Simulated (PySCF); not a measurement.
Species: CH6FGeN.
Atom-mapped SMILES: `[NH2:1][GeH2:2][CH2:3][F:4]` (hydrogens: H5, H6 on N1; H7, H8 on Ge2; H9, H10 on C3)

A GFN2-xTB structure was refined with PBE0-D3(BJ)/def2-SVP geometry optimisation, gas phase (PySCF 2.14.0). Its GFN2-xTB values:

```tsv
coordinate	GFN2-xTB
N1–Ge2	1.807 Å
N1–H5	1.011 Å
Ge2–C3	2.008 Å
Ge2–H7	1.500 Å
Ge2–H8	1.497 Å
C3–F4	1.382 Å
C3–H9	1.093 Å
N1–Ge2–H7	106.6°
Ge2–N1–H5	116.9°
Ge2–C3–F4	107.5°
Ge2–C3–H9	113.0°
C3–Ge2–H7	109.8°
C3–Ge2–H8	109.4°
F4–C3–H9	106.7°
H9–C3–H10	108.9°
```

How do these coordinates change at the PBE0-D3(BJ)/def2-SVP level?

```tsv
coordinate	PBE0-D3(BJ)/def2-SVP (Å or °)	change
Ge2–H8	1.538	+0.041
Ge2–H7	1.541	+0.041
Ge2–C3	1.978	-0.030
N1–Ge2	1.835	+0.028
C3–H9	1.104	+0.011
N1–H5	1.017	+0.006
C3–F4	1.380	-0.002
Ge2–N1–H5	114.3	-2.6
F4–C3–H9	109.0	+2.3
Ge2–C3–H9	111.1	-1.9
H9–C3–H10	107.7	-1.2
C3–Ge2–H8	108.2	-1.2
Ge2–C3–F4	108.7	+1.2
N1–Ge2–H7	107.6	+1.0
C3–Ge2–H7	109.0	-0.8
```

The energy falls by 1.7 kcal/mol over 4 energy and gradient evaluations, the largest force component goes from 0.0149 to 3.0e-04 Eh/bohr, and the atoms move by 0.044 Å rms after alignment. Among the bonds, Ge2–H7 and Ge2–H8 change most and about equally (+0.041 Å). Bonds longer at the end by more than 0.005 Å: 7 of 9; shorter: 1. Rotational constants go from 8184, 2952, 2397 to 8018, 2980, 2408 MHz.

The run used 104 basis functions and 27 SCF cycles in all. Hardware: an Intel Xeon Platinum 8375C at 2.90 GHz with one thread, shared host. Cost: 15 s wall, 0.43 GiB resident at most.

Stationary, but not proved a minimum. One conformer, not necessarily the lowest.

Conformer computed: `[NH2:1][GeH2:2][CH2:3][F:4]`: N1–Ge2–C3–F4 -56°, H–N1–Ge2–C3 -64°, H–N1–Ge2–C3 60°.
